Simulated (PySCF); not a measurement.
SMILES C[C](C)S, doublet, PBE0/def2-SVP optimised geometry.

```
11

C      0.69    -1.40    -0.13
C      0.06    -0.05     0.00
C      0.81     1.08     0.61
S     -1.69    -0.05     0.00
H      0.78    -1.92     0.85
H      1.72    -1.31    -0.53
H      0.12    -2.06    -0.80
H      0.39     2.06     0.33
H      0.80     1.04     1.72
H      1.86     1.06     0.29
H     -1.86     1.29     0.00
```

Density from unrestricted PBE0/def2-TZVP in PySCF 2.14.0 at that geometry.

Minimum of the electron density along straight lines between bonded atoms, close to the bond critical point (lines longer than 1.1 times the sum of covalent radii, or with two minima, are not listed):

```json
[
 {"bond": "C1–C2", "length / Å": "1.490", "ρ at the minimum / e bohr⁻³": "0.261", "∇²ρ there / e bohr⁻⁵": "-0.67", "position (fraction from the first atom)": "0.49"},
 {"bond": "C2–C3", "length / Å": "1.489", "ρ at the minimum / e bohr⁻³": "0.262", "∇²ρ there / e bohr⁻⁵": "-0.68", "position (fraction from the first atom)": "0.51"},
 {"bond": "C2–S4", "length / Å": "1.751", "ρ at the minimum / e bohr⁻³": "0.204", "∇²ρ there / e bohr⁻⁵": "-0.39", "position (fraction from the first atom)": "0.47"},
 {"bond": "C1–H5", "length / Å": "1.110", "ρ at the minimum / e bohr⁻³": "0.265", "∇²ρ there / e bohr⁻⁵": "-0.87", "position (fraction from the first atom)": "0.64"},
 {"bond": "C1–H6", "length / Å": "1.102", "ρ at the minimum / e bohr⁻³": "0.270", "∇²ρ there / e bohr⁻⁵": "-0.90", "position (fraction from the first atom)": "0.64"},
 {"bond": "C1–H7", "length / Å": "1.101", "ρ at the minimum / e bohr⁻³": "0.272", "∇²ρ there / e bohr⁻⁵": "-0.91", "position (fraction from the first atom)": "0.64"},
 {"bond": "C3–H8", "length / Å": "1.103", "ρ at the minimum / e bohr⁻³": "0.270", "∇²ρ there / e bohr⁻⁵": "-0.91", "position (fraction from the first atom)": "0.64"},
 {"bond": "C3–H9", "length / Å": "1.110", "ρ at the minimum / e bohr⁻³": "0.265", "∇²ρ there / e bohr⁻⁵": "-0.87", "position (fraction from the first atom)": "0.64"},
 {"bond": "C3–H10", "length / Å": "1.102", "ρ at the minimum / e bohr⁻³": "0.271", "∇²ρ there / e bohr⁻⁵": "-0.91", "position (fraction from the first atom)": "0.64"},
 {"bond": "S4–H11", "length / Å": "1.351", "ρ at the minimum / e bohr⁻³": "0.214", "∇²ρ there / e bohr⁻⁵": "?", "position (fraction from the first atom)": "0.65"}
]
```

Task: Fill in the missing entries.

Result: 
- S4–H11, ∇²ρ there / e bohr⁻⁵: -0.62
